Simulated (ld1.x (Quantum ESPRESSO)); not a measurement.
How hard is this Rh (Z = 45) PAW potential?

| Item | Value |
| --- | --- |
| Element | Rh (Z = 45) |
| Generator | ld1.x (Quantum ESPRESSO) 7.5 |
| Type | PAW |
| Functional | Wu–Cohen |
| Relativity | scalar-relativistic |
| Frozen core | [Kr] |
| Valence charge | 9 |
| Reference configuration | 4d8 5s1 5p0 |
| Partial waves | 5s (bound): rcut 2.48, rcutus 3.04 bohr; 5s channel at 0.7 Ry: rcut 2.48, rcutus 3.04 bohr; 5p (bound, empty): rcut 3.42, rcutus 3.90 bohr; 5p channel at 1.95 Ry: rcut 3.42, rcutus 3.90 bohr; 4d (bound): rcut 2.30, rcutus 2.98 bohr; 4d channel at 0.2 Ry: rcut 2.30, rcutus 2.98 bohr |
| Local potential | all-electron potential smoothed inside 3.34 bohr (lloc = -1) |
| Core correction | Bessel-smoothed model core inside 2.05 bohr |
| Augmentation charge | BESSEL, radius 2.60 bohr |

The pseudo-atom Hamiltonian at the reference potential is diagonalised in spherical Bessel functions j_l(qr) that vanish at 20 bohr, with q² up to the cutoff. All-electron valence levels (Ry): 5s -0.3172, 5p -0.0565, 4d -0.4371.

Question: How do the lowest levels (Ry) of each channel move with the cutoff, and are there ghosts?

Answer:

```csv
cutoff (Ry),s #1,s #2,p #1,d #1,d #2,f #1,Σ f·Δε (mRy)
8,-0.3172,0.0098,-0.0565,-0.4323,0.0620,0.1099,38.3
10,-0.3172,0.0098,-0.0565,-0.4360,0.0619,0.1099,8.6
12,-0.3172,0.0098,-0.0565,-0.4369,0.0617,0.1099,1.8
18,-0.3172,0.0098,-0.0565,-0.4370,0.0612,0.1099,0.4
21,-0.3172,0.0098,-0.0565,-0.4371,0.0612,0.1099,0.2
25,-0.3172,0.0098,-0.0565,-0.4371,0.0612,0.1099,0.2
400,-0.3172,0.0098,-0.0565,-0.4371,0.0612,0.1099,0.0
```

Result: no extra level below or beside the all-electron valence levels (s, p, d, f tested); 10 mRy is reached at 10 Ry and 1 mRy at 18 Ry.

Test run stopped at test 5 of 7 (negative rho), 2 before it not solved.
